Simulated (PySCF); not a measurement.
PySCF input for Ge(Cl)(NH2) (ClGeH2N), SMILES [NH2][Ge][Cl] (connectivity only; charge and spin as stated), neutral, multiplicity 1, TDDFT-LC-ωPBE/def2-SVPD. Geometry: B3LYP-D3(BJ)/def2-TZVP. One conformer was computed; it need not be the lowest.

```python
import numpy as np
from pyscf import gto, scf, dft, tdscf

mol = gto.M(
    atom='''
    Ge    0.49204447    0.48787821    0.00000000
    Cl   -0.25539534   -1.61859153    0.00000000
    N    -1.15634310    1.26824389    0.00000000
    H    -2.02716556    0.75646494    0.00000000
    H    -1.28213505    2.26978123    0.00000000
    ''',
    basis='def2-SVPD',
    charge=0,
    spin=0,
    symmetry=True,
    max_memory=1600,
    verbose=4,
)
mf = dft.RKS(mol, xc='lc_wpbe').density_fit(auxbasis='def2-universal-jkfit')
mf.grids.level = 3
mf.conv_tol = 1e-9
mf.max_cycle = 100
mf.kernel()
mf.grids = dft.Grids(mol).set(level=1).build(with_non0tab=True)  # coarser grid for the response kernel
td = tdscf.TDDFT(mf)
td.singlet = True
td.nstates = 10
td.conv_tol = 1e-4
td.kernel(x0=td.get_init_guess(mf, 15))
td.analyze()
tt = tdscf.TDA(mf)
tt.singlet = False
tt.nstates = 4
tt.conv_tol = 1e-4
tt.kernel(x0=tt.get_init_guess(mf, 9))
tt.analyze(verbose=3)
```

Output:

```
PySCF version 2.14.0

[INPUT] verbose = 4
[INPUT] num. atoms = 5
[INPUT] num. electrons = 58
[INPUT] charge = 0
[INPUT] spin (= nelec alpha-beta = 2S) = 0
[INPUT] symmetry True subgroup None
[INPUT] Mole.unit = angstrom
[INPUT] Symbol           X                Y                Z      unit          X                Y                Z       unit  Magmom
[INPUT]  1 Ge     0.492044470000   0.487878210000   0.000000000000 AA    0.929829289407   0.921956199043   0.000000000000 Bohr   0.0
[INPUT]  2 Cl    -0.255395340000  -1.618591530000   0.000000000000 AA   -0.482627246090  -3.058694699241   0.000000000000 Bohr   0.0
[INPUT]  3 N     -1.156343100000   1.268243890000   0.000000000000 AA   -2.185171765031   2.396633611253   0.000000000000 Bohr   0.0
[INPUT]  4 H     -2.027165560000   0.756464940000   0.000000000000 AA   -3.830787717551   1.429511559436   0.000000000000 Bohr   0.0
[INPUT]  5 H     -1.282135050000   2.269781230000   0.000000000000 AA   -2.422884099206   4.289264887378   0.000000000000 Bohr   0.0

nuclear repulsion = 240.953142474206
point group symmetry = Cs
symmetry origin: [-1.62907422e-09  3.58396327e-09  0.00000000e+00]
symmetry axis x: [ 1.00000000e+00 -9.92294096e-10  0.00000000e+00]
symmetry axis y: [9.92294096e-10 1.00000000e+00 0.00000000e+00]
symmetry axis z: [0. 0. 1.]
num. orbitals of irrep A' = 71
num. orbitals of irrep A" = 30
number of shells = 41
number of NR pGTOs = 175
number of NR cGTOs = 101
basis = def2-SVPD
ecp = {}


[settings echo left out]
init E= -2591.61825140393
HOMO (A') = -0.294165972359635  LUMO (A") = -0.0571444485264543  gap/eV = 6.44968
cycle= 1 E= -2592.28437378758  delta_E= -0.666  |g|= 0.54  |ddm|=  2.5
HOMO (A') = -0.354111970915948  LUMO (A") = -0.0217440969499614  gap/eV = 9.04419
cycle= 2 E= -2592.30200802132  delta_E= -0.0176  |g|= 0.529  |ddm|= 1.11
HOMO (A') = -0.375925793350731  LUMO (A") = -0.00186330995361628  gap/eV = 10.17876
cycle= 3 E= -2592.34529098142  delta_E= -0.0433  |g|= 0.0428  |ddm|= 0.499
HOMO (A') = -0.376185100932469  LUMO (A") = 0.00508627418957985  gap/eV = 10.37492
cycle= 4 E= -2592.34579420456  delta_E= -0.000503  |g|= 0.0221  |ddm|= 0.0742
HOMO (A') = -0.375988772681388  LUMO (A") = 0.0051307552601858  gap/eV = 10.37079
cycle= 5 E= -2592.34594584855  delta_E= -0.000152  |g|= 0.00552  |ddm|= 0.0325
HOMO (A') = -0.375706362603373  LUMO (A") = 0.00534758116499434  gap/eV = 10.36901
cycle= 6 E= -2592.3459598954  delta_E= -1.4e-05  |g|= 0.00248  |ddm|= 0.0135
HOMO (A') = -0.375838020655753  LUMO (A") = 0.00526307851610852  gap/eV = 10.37029
cycle= 7 E= -2592.34596250251  delta_E= -2.61e-06  |g|= 0.00048  |ddm|= 0.00588
HOMO (A') = -0.37585929568565  LUMO (A") = 0.00522723614008669  gap/eV = 10.36989
cycle= 8 E= -2592.34596273942  delta_E= -2.37e-07  |g|= 0.000128  |ddm|= 0.00241
HOMO (A') = -0.37585269960493  LUMO (A") = 0.00523882283211696  gap/eV = 10.37003
cycle= 9 E= -2592.34596275759  delta_E= -1.82e-08  |g|= 3e-05  |ddm|= 0.000617
HOMO (A') = -0.375849352542895  LUMO (A") = 0.00524070714920066  gap/eV = 10.36999
cycle= 10 E= -2592.34596276878  delta_E= -1.12e-08  |g|= 9.58e-06  |ddm|= 0.000111
HOMO (A') = -0.375850111815178  LUMO (A") = 0.00523993828108837  gap/eV = 10.36999
cycle= 11 E= -2592.34596276883  delta_E= -4.32e-11  |g|= 4.4e-06  |ddm|= 2.94e-05
HOMO (A') = -0.375849598675451  LUMO (A") = 0.00524054588117107  gap/eV = 10.36999
Extra cycle  E= -2592.34596276883  delta_E= -7.28e-12  |g|= 3.99e-06  |ddm|= 1.15e-05
converged SCF energy = -2592.34596276883
tot grids = 23800


******** <class 'pyscf.tdscf.rks.TDDFT'> for <class 'pyscf.df.df_jk.DFSymAdaptedRKS'> ********
nstates = 10 singlet
deg_eia_thresh = 1.000e-03
wfnsym = None
conv_tol = 0.0001
eigh lindep = 1e-12
eigh level_shift = 0
eigh max_cycle = 100


Excitation energies (eV)
[4.69816669 5.96580205 6.37083944 6.71215245 7.10595933 7.12620937
 7.7999712  7.83577557 7.94035575 8.02101778]

** Singlet excitation energies and oscillator strengths **
Excited State   1:   A"      4.69817 eV    263.90 nm  f=0.0503
      29 -> 30       -0.70266
Excited State   2:   A'      5.96580 eV    207.82 nm  f=0.0469
      28 -> 30        0.67393
      29 -> 31       -0.16792
Excited State   3:   A"      6.37084 eV    194.61 nm  f=0.0045
      27 -> 30       -0.69716
Excited State   4:   A'      6.71215 eV    184.72 nm  f=0.2642
      26 -> 30       -0.28526
      28 -> 30        0.12814
      29 -> 31        0.55594
      29 -> 32       -0.24369
Excited State   5:   A'      7.10596 eV    174.48 nm  f=0.1320
      25 -> 31        0.10884
      26 -> 30        0.60918
      29 -> 31        0.27865
Excited State   6:   A"      7.12621 eV    173.98 nm  f=0.0194
      28 -> 31        0.65267
      28 -> 32       -0.14945
Excited State   7:   A"      7.79997 eV    158.95 nm  f=0.0030
      25 -> 30        0.67232
      28 -> 32        0.12604
Excited State   8:   A"      7.83578 eV    158.23 nm  f=0.0173
      25 -> 30        0.13942
      26 -> 31        0.29472
      28 -> 32       -0.53911
      28 -> 33       -0.24205
Excited State   9:   A'      7.94036 eV    156.14 nm  f=0.1583
      27 -> 31        0.42335
      27 -> 32       -0.23524
      29 -> 32        0.12701
      29 -> 33       -0.44697
Excited State  10:   A'      8.02102 eV    154.57 nm  f=0.3217
      27 -> 31        0.29742
      27 -> 32       -0.14164
      29 -> 31        0.18500
      29 -> 32        0.32072
      29 -> 33        0.42938
      29 -> 35        0.14469

** Transition electric dipole moments (AU) **
state          X           Y           Z        Dip. S.      Osc.
  1        -0.0000      0.0000     -0.6608      0.4367      0.0503
  2        -0.4876      0.2880      0.0000      0.3208      0.0469
  3        -0.0000     -0.0000     -0.1699      0.0289      0.0045
  4         0.1137      1.2625     -0.0000      1.6068      0.2642
  5         0.4323      0.7558     -0.0000      0.7581      0.1320
  6        -0.0000      0.0000     -0.3330      0.1109      0.0194
  7         0.0000     -0.0000      0.1260      0.0159      0.0030
  8        -0.0000      0.0000      0.2999      0.0900      0.0173
  9         0.7219      0.5407      0.0000      0.8135      0.1583
 10        -1.1404      0.5802     -0.0000      1.6372      0.3217

** Transition velocity dipole moments (imaginary part, AU) **
state          X           Y           Z        Dip. S.      Osc.
  1         0.0000      0.0000     -0.1199      0.0144      0.0555
  2        -0.1069      0.0632      0.0000      0.0154      0.0469
  3        -0.0000      0.0000     -0.0392      0.0015      0.0044
  4         0.0308      0.3160      0.0000      0.1008      0.2725
  5         0.1118      0.1989     -0.0000      0.0521      0.1329
  6         0.0000     -0.0000     -0.0931      0.0087      0.0221
  7         0.0000      0.0000      0.0345      0.0012      0.0028
  8        -0.0000     -0.0000      0.0970      0.0094      0.0218
  9         0.2113      0.1586      0.0000      0.0698      0.1595
 10        -0.3406      0.1741     -0.0000      0.1463      0.3309

** Transition magnetic dipole moments (imaginary part, AU) **
state          X           Y           Z
  1         0.6463     -1.3758     -0.0000
  2         0.0000      0.0000     -0.1015
  3         0.5340     -0.1059     -0.0000
  4         0.0000      0.0000     -1.1402
  5         0.0000     -0.0000     -0.6472
  6        -0.0928      0.0669     -0.0000
  7         1.2015      0.6901      0.0000
  8        -0.3826     -0.0975     -0.0000
  9         0.0000      0.0000      0.3989
 10         0.0000     -0.0000     -1.2313


******** <class 'pyscf.tdscf.rks.TDA'> for <class 'pyscf.df.df_jk.DFSymAdaptedRKS'> ********
nstates = 4 triplet
deg_eia_thresh = 1.000e-03
wfnsym = None
conv_tol = 0.0001
eigh lindep = 1e-12
eigh level_shift = 0
eigh max_cycle = 100


Excitation energies (eV)
[3.15237239 4.59695846 5.12226631 6.20456749]

** Triplet excitation energies and oscillator strengths **
Excited State   1:   A"      3.15237 eV    393.30 nm  f=0.0000
Excited State   2:   A'      4.59696 eV    269.71 nm  f=0.0000
Excited State   3:   A'      5.12227 eV    242.05 nm  f=0.0000
Excited State   4:   A"      6.20457 eV    199.83 nm  f=0.0000
```

The run converged.
